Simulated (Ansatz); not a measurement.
Geometry optimisation, RKS PBE/def2-SVP (Ansatz).

input.yaml

```yaml
crystal:
  periodic: [false, false, false]
  atoms:
    - { symbol: Ga, position_ang: [0.0, 0.0, 0.0] }
    - { symbol: Cl, position_ang: [0.0, 0.0, 2.24] }
    - { symbol: Cl, position_ang: [1.9398, 0.0, -1.12] }
    - { symbol: Cl, position_ang: [-1.9398, 0.0, -1.12] }
basis:
  gaussian: { orbitals: def2-SVP }
hamiltonian:
  xc: pbe
relax:
  f_tol: 0.02
  max_steps: 40
```

Launched with:

```bash
$ ansatz run input.yaml --threads 1 --pin off --max-ram 2048MiB --backend cpu --events-out ev --progress --plain --runs-dir out
```

Q: Where does it end, and by what steps?

A: The forces met the threshold. After 3 steps the energy has fallen by 0.217 eV; Cl2 moved furthest, 0.10 Å.

```tsv
step	energy less start (eV)	largest force component (eV/Å)	accepted
0	0.0000	1.336	yes
1	-0.2101	0.270	yes
2	-0.2168	0.044	yes
3	-0.2170	0.003	yes
```

```xyz
4
Properties=species:S:1:pos:R:3
Ga 0.000 0.000 0.000
Cl 0.000 0.000 2.140
Cl 1.853 0.000 -1.070
Cl -1.853 0.000 -1.070
```

Time of the run: 11 s on 1 thread of Arm Neoverse V1 (shared host), peak memory 0.12 GiB.
